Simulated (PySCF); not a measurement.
**Mo²⁺ (molybdenum, charge +2) across methods**

[Kr] 4d4, high-spin 5D determinant. Computed with PySCF 2.14 in aug-cc-pVTZ-PP with one added diffuse shell each of s, p, d, f, g type with ECP28MDF (7s7p6d4f3g, 113 functions), with scalar relativity through the core potential.

```tsv
method	E (hartree)	mean ε 4p α (eV)	mean ε 4p β (eV)	mean ε 4d α (eV)	Σ⟨r²⟩ (bohr²)	⟨S²⟩
r2SCAN	-67.0480	-59.327	-55.619	-22.115	27.13	6.001
PBE0	-67.0137	-61.204	-57.256	-23.449	27.20	6.001
PBE	-67.0158	-57.877	-55.031	-21.853	27.40	6.001
UHF	-66.56138	-70.354	-62.635	-27.573	27.00	6.003
TPSS	-66.9997	-58.162	-55.150	-21.764	27.31	6.001
LDA	-66.8252	-57.857	-55.073	-21.899	27.60	6.000
M06-L	-67.0388	-58.824	-55.294	-21.590	26.83	6.001
```

Q: Estimate the same row for revPBE.

A: E (hartree) = -67.0603; mean ε 4p α (eV) = -57.843; mean ε 4p β (eV) = -55.020; mean ε 4d α (eV) = -21.807; Σ⟨r²⟩ (bohr²) = 27.34; ⟨S²⟩ = 6.001.

Energies and moments cover only the electrons outside the core potential.
